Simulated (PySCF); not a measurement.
Species: C5H14NSi (doublet state).
Z-matrix (Å and degrees, GFN2-xTB geometry), rows numbered from 1:
```
C 
C   1  1.5351
C   2  1.5336  1  109.01
C   2  1.5447  1  108.68  3   118.43
C   2  1.4937  1  108.49  3  -122.13
N   5  1.3707  2  123.34  1   151.98
Si  6  1.7257  5  126.96  2   169.93
H   1  1.0872  2  110.40  3   179.38
H   1  1.0879  2  110.60  3   -60.53
H   1  1.0875  2  110.29  3    59.68
H   3  1.0883  2  110.69  1   -68.14
H   3  1.0887  2  111.40  1   170.31
H   3  1.0877  2  109.74  1    51.26
H   4  1.0882  2  110.55  1   -61.97
H   4  1.0872  2  110.23  1    58.11
H   4  1.0878  2  110.31  1   177.73
H   5  1.0756  2  118.80  1   -46.22
H   6  1.0081  5  113.21  2   -15.64
H   7  1.4686  6  109.57  5   -60.52
H   7  1.4600  6  102.88  5   178.98
H   7  1.4704  6  111.66  5    58.75
```

The hyperfine couplings belong to this conformer and change with its torsions.

Identity: `CC(C)(C)[CH]N[SiH3]` [radical].

Computed, not measured: UKS B3LYP, pcH-1 on C H N Si, non-relativistic, mean-field spin-orbit, GIAO in PySCF. The structure is a single GFN2-xTB conformer in the gas phase; no vibrational or solvent corrections. A GFN2-xTB geometry isn't a minimum of the functional, and hyperfine couplings can be far from their values at a DFT geometry. No stability test was run, so a lower SCF solution isn't excluded.

Principal values of hyperfine tensors in MHz (contact, dipolar and spin–orbit terms together), for some of the nuclei:

```json
{"atom": "C5", "isotope": "13C", "A1": "27.28", "A2": "28.39", "A3": "240.15"}
{"atom": "C4", "isotope": "13C", "A1": "56.85", "A2": "57.00", "A3": "69.31"}
{"atom": "H17", "isotope": "1H", "A1": "-84.51", "A2": "-50.45", "A3": "-17.21"}
{"atom": "C1", "isotope": "13C", "A1": "25.69", "A2": "25.83", "A3": "31.15"}
{"atom": "H14", "isotope": "1H", "A1": "18.87", "A2": "20.60", "A3": "25.99"}
{"atom": "C2", "isotope": "13C", "A1": "-22.80", "A2": "-22.18", "A3": "-18.91"}
{"atom": "H19", "isotope": "1H", "A1": "12.32", "A2": "12.59", "A3": "18.49"}
{"atom": "H18", "isotope": "1H", "A1": "-21.29", "A2": "-15.65", "A3": "4.77"}
```

Give the isotropic coupling of each nucleus in MHz and in mT (g = 2.0027), and the anisotropic part.

a_iso = (A1 + A2 + A3)/3, Ti = Ai − a_iso; 1 mT corresponds to 28.031 MHz. The tensors hold a spin–orbit part: the run splits a_iso into a_FC + a_SO, and T includes its anisotropic share.

| atom | a_iso (MHz) | a_FC | a_SO | a_iso (mT) | T1 | T2 | T3 |
| --- | --- | --- | --- | --- | --- | --- | --- |
| C5 | 98.61 | 98.69 | -0.08 | 3.518 | -71.33 | -70.22 | 141.55 |
| C4 | 61.05 | 61.06 | -0.01 | 2.178 | -4.20 | -4.05 | 8.26 |
| H17 | -50.72 | -50.74 | 0.02 | -1.810 | -33.78 | 0.27 | 33.51 |
| C1 | 27.56 | 27.56 | 0.00 | 0.983 | -1.86 | -1.73 | 3.59 |
| H14 | 21.82 | 21.82 | 0.00 | 0.778 | -2.95 | -1.22 | 4.17 |
| C2 | -21.30 | -21.30 | 0.01 | -0.760 | -1.51 | -0.88 | 2.39 |
| H19 | 14.46 | 14.46 | 0.00 | 0.516 | -2.15 | -1.88 | 4.03 |
| H18 | -10.73 | -10.74 | 0.01 | -0.383 | -10.57 | -4.93 | 15.50 |

What spin density at the nucleus of C2 lies behind its contact coupling (g_N = 1.40482)?

a_FC = (2μ0/3) gₑ μB g_N μN ρ(0)/(2S·h) = 800.24 MHz × g_N × ρ(0)/(2S), with ρ in bohr⁻³. With a_FC = -21.30 MHz and 2S = 1, ρ(0) = -0.01895 bohr⁻³.

H21 (1H, g_N = 5.58569) isn't in the table. Its spin density at the nucleus is 0.004083 bohr⁻³. What is its contact coupling?

By the same relation, a_FC = 18.25 MHz. Its full tensor has the principal values 16.03, 16.46, 22.26 MHz.

Which nucleus of the table has the largest anisotropic coupling, and what is its form?

C5: -71.3, -70.2, 141.5 MHz, axial, in the ratio −1:−1:+2, the form that spin in one p orbital centred on that nucleus gives.

In a single crystal, with the field along each principal axis of the tensor of H17 in turn, what first-order splitting does this nucleus give (isotropic g, quadrupole terms neglected)?

2 lines (I = 1/2), spaced by |A_i|/(g × 13.996): 3.01, 1.80, 0.61 mT along the axes of A1, A2 and A3.
